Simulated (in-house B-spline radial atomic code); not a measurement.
**One electron outside the 1s2 core: Se31+**

Computed with an all-electron radial atomic-structure program (B-spline basis), no-pair Dirac-Coulomb Hamiltonian, finite nucleus. Rungs: frozen-core Dirac-Hartree-Fock (DHF); Brueckner orbitals from the second-order correlation potential; the same with the Coulomb interaction screened by the core and the hole-particle interaction summed; Breit and QED terms from differences of relaxed Dirac-Fock atoms, where computed. Partial waves beyond l = 6 are extrapolated. The tables show a selection of states; those near core-excited levels, with erratic corrections or far from their DHF start are never shown.

Command:
```bash
python run_mb.py task.json out
```
Settings (nuclear radius in fm, box in bohr, cutoff in hartree):
```
basis_form          2
Z                   34
core_configuration  1s2
rms_radius          4.14
mass_number         80
speed_of_light      137.036
box_radius          6.6
lmax                6
intervals           61
virtual_cutoff      2312.0
```

Run time, properties included: 13 s on 1 thread of Arm Neoverse N1 (shared host).

Removal energies (eV):

```tsv
state	DHF	second order	screened	Breit + QED	final
2s1/2	3638.86	3639.01	3639.01	-2.51	3636.5
2p1/2	3572.11	3572.48	3572.48	-2.5	3569.98
2p3/2	3520.01	3520.34	3520.34	-1.15	3519.19
3s1/2	1596.45	1596.5	1596.5	-0.733	1595.76
3p1/2	1577.92	1578.01	1578.01	-0.7	1577.31
3p3/2	1562.5	1562.58	1562.58	-0.319	1562.26
3d3/2	1555.42	?	?	?	?
3d5/2	1550.67	?	?	?	?
4s1/2	891.729	891.747	891.747	-	-
4p1/2	884.1	884.135	884.135	-	-
```

Problem. What does correlation do to 3d3/2?

Solution. It adds 0.03632 eV to the removal energy in second order and 0.03678 eV with screening; Breit and QED add -0.0226 eV, for a final 1555.43 eV.

Problem. What does correlation do to 3d5/2?

Solution. It adds 0.03503 eV to the removal energy in second order and 0.03549 eV with screening; Breit and QED add -0.0156 eV, for a final 1550.69 eV.

Problem. How does the lowest state compare with the NIST ionisation energy?

Solution. 2s1/2 is bound by 3636.503 eV, without recoil; NIST lists 3636.526 ± 0.007 eV (tabulated theory), a difference of -0.023 eV.

Electric-dipole lines from 2s1/2 (reduced matrix elements in atomic units, length form, static core polarisation, sign of DHF taken positive):

```tsv
upper	DHF	+ core polarisation	+ Brueckner	λ (nm)	A (s⁻¹)
2p1/2	0.1282	0.128	0.128	18.639	2.56e+09
2p3/2	0.1839	0.1837	0.1836	10.569	1.45e+10
```

Magnetic hyperfine constants per unit nuclear g factor (MHz, nucleus as a uniformly magnetised ball; they apply to isotopes with nuclear spin):

```csv
state,DHF,+ core polarisation,+ Brueckner
2s1/2,1.278e+06,1.305e+06,1.305e+06
2p1/2,408900,415800,415900
2p3/2,73840,68370,68390
3s1/2,374300,381400,381500
3p1/2,121200,122700,122700
3p3/2,21930,20720,20720
```
